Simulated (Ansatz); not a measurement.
```json
{"atom": "C", "x (Å)": "-0.0097", "y (Å)": "0.0227", "z (Å)": "-0.7581"}
{"atom": "C", "x (Å)": "0.0072", "y (Å)": "-0.0235", "z (Å)": "0.7665"}
{"atom": "O", "x (Å)": "0.0038", "y (Å)": "1.0573", "z (Å)": "-1.3634"}
{"atom": "O", "x (Å)": "0.0017", "y (Å)": "-1.0642", "z (Å)": "1.3672"}
{"atom": "H", "x (Å)": "0.0028", "y (Å)": "-0.9767", "z (Å)": "-1.2434"}
{"atom": "H", "x (Å)": "-0.0011", "y (Å)": "0.9897", "z (Å)": "1.2497"}
```

Basis set: STO-3G (spherical functions). Left uncorrelated: 4 orbitals. Charge 0, multiplicity 1.

Computed with Ansatz (development build ahead of 0.2.0); each method stands on the lowest determinant of its kind that the runs found. Restricted open shells among the atoms or ions are ROHF, correlated in semicanonical orbitals with singles.

Give the atomization energy at this shape (free ground-state atoms in the same class of orbitals less the molecule, no zero-point energy) of singlet C₂H₂O₂ by RHF-MP2, RHF.

| method | atomization energy |
| --- | --- |
| RHF-MP2 | 2224.8 kJ/mol |
| RHF | 1684.8 kJ/mol |

This basis has no polarisation functions and is too small for such energies, which can lie far from measured ones in either direction.
